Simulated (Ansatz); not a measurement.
Job for Ansatz (a quantum-chemistry and plane-wave program): R-wB97X-V/def2-TZVPPD on CH8OSi (a complex), monomers drawn apart or pushed together. Files ending in .json are basis or fitting sets from the Basis Set Exchange.

Ansatz 0.2 input:
```yaml
crystal:
  periodic: [false, false, false]
  atoms:
    - {symbol: O, position_ang: [0.15116475, 0.71027261, -0.13049501]}
    - {symbol: H, position_ang: [-0.59643395, 1.24287181, 0.16187523]}
    - {symbol: H, position_ang: [-0.19445424, -0.18669748, -0.19489409]}
    - {symbol: C, position_ang: [1.24778710, -0.56244193, 5.77834513]}
    - {symbol: Si, position_ang: [-0.55753938, -1.02787239, 5.63012730]}
    - {symbol: H, position_ang: [1.38794335, 0.21923518, 6.52722569]}
    - {symbol: H, position_ang: [1.61318077, -0.19532476, 4.81867694]}
    - {symbol: H, position_ang: [1.84895214, -1.42430770, 6.07380461]}
    - {symbol: H, position_ang: [-1.09296133, -1.53256982, 6.91888963]}
    - {symbol: H, position_ang: [-0.75631260, -2.09297422, 4.61356376]}
    - {symbol: H, position_ang: [-1.38270134, 0.13947043, 5.22623540]}
basis:
  gaussian:
    orbitals: def2-TZVPPD.json
hamiltonian:
  xc: {name: wB97X-V}
scf: {lower_state_search: off}
```

Program output:

```
WARN ansatz: RAYON_NUM_THREADS=2 ignored (pool sized by the plan → 2); use --threads N
Functional definition: wB97X-V
these checks for a lower state are left out or cut short: stability, starts, cluster_reference, orbital_swaps, neighbouring_geometries, increment
integrals: 0.20 GiB planned
1145 factors; their error is unknown
integrals: 0.23 GiB planned
377 factors; integrals over basis functions are off by at most 3.1e-5 eV
mean field: 1.74 GiB planned
mean field evaluation 1: about -11086.3016 eV, gradient 5.4e1 eV
mean field evaluation 2: about -11086.8835 eV, gradient 5.4e1 eV
mean field evaluation 4: about -11091.6313 eV, gradient 1.7e0 eV
mean field evaluation 8: about -11091.6454 eV, gradient 3.8e-2 eV
mean field evaluation 16: about -11091.6427 eV, gradient 1.4e-5 eV
mean field -11091.64269216 eV, -407.6103507515 hartree, gradient 2.4e-6 eV, S^2 0.000000; 0 other end points of the search recorded, 0 dependent functions left out
reference -11091.64268891 eV, -407.6103506319 hartree; 18, 18 occupied and 243, 243 virtual orbitals, 1145 factors
Total energy: -11091.64268891 eV, -407.6103506319 hartree
Checks for a lower state left out: stability, starts, cluster_reference, orbital_swaps, neighbouring_geometries, increment
```

The calculation finished and met its thresholds.

Cost: about 11 core-seconds (a rough figure).
